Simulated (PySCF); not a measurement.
**A single-point calculation**

Hg(CH3)2 (singlet). PySCF 2.14.0, RKS PBE0, Hg def2-SVP with ECP60, C def2-SVP, H def2-SVP; non-relativistic Hamiltonian with scalar-relativistic core potentials where named; density fitting; no spin-orbit coupling. Purpose: finer grid at the relaxed geometry.

```python
mol = gto.M(atom='''
Hg     0.00000    -0.00000     0.73943
C      2.10428    -0.00000     0.73737
H      2.49422     0.00000    -0.29226
H      2.49477     0.89162     1.25198
H      2.49477    -0.89162     1.25198
C     -2.10428    -0.00000     0.73737
H     -2.49422     0.00000    -0.29226
H     -2.49477    -0.89162     1.25198
H     -2.49477     0.89162     1.25198''',
    basis={'Hg': 'def2-SVP', 'C': 'def2-SVP', 'H': 'def2-SVP'},
    ecp={'Hg': 'def2-SVP'},
    charge=0, spin=0)
mf = dft.RKS(mol, xc='PBE0')
mf.grids.atom_grid = (75, 302)
mf = mf.density_fit()  # fitting sets: Hg def2-universal-JKFIT, C def2-universal-JKFIT, H def2-universal-JKFIT
mf.conv_tol = 1e-09; mf.max_cycle = 55
mf.kernel(dm0)  # dm0: converged density of the relaxed state
mf.nuc_grad_method().kernel()
```

Run from Python with OMP_NUM_THREADS=2; the lines above give its settings. Where DIIS fails, smearing, a level shift and second-order steps follow.
It took 40 s on 2 threads of Arm Neoverse V1, on a shared host, with gradient, populations and further properties, from an already converged density.

Q: Where do the frontier levels lie, over both spins?

A: HOMO -7.02 eV, LUMO 0.27 eV. 

Q: What are the Mulliken charges and spins?

A: 
```
atom  charge (e)  spin (e)
 Hg1       0.459     0.000
  C2      -0.438     0.000
  H3       0.070     0.000
  H4       0.070     0.000
  H5       0.070     0.000
  C6      -0.438     0.000
  H7       0.070     0.000
  H8       0.070     0.000
  H9       0.070     0.000
```

Q: What forces act on the atoms (eV/Å)?

A: 
```
Hg   0.00  0.00 -0.01
C    0.01  0.00  0.01
H    0.00  0.00  0.00
H    0.00  0.00  0.00
H    0.00  0.00  0.00
C   -0.01  0.00  0.01
H    0.00  0.00  0.00
H    0.00  0.00  0.00
H    0.00  0.00  0.00
```
Forces carry noise of the integration grid, about 0.01 to 0.03 eV/Å.
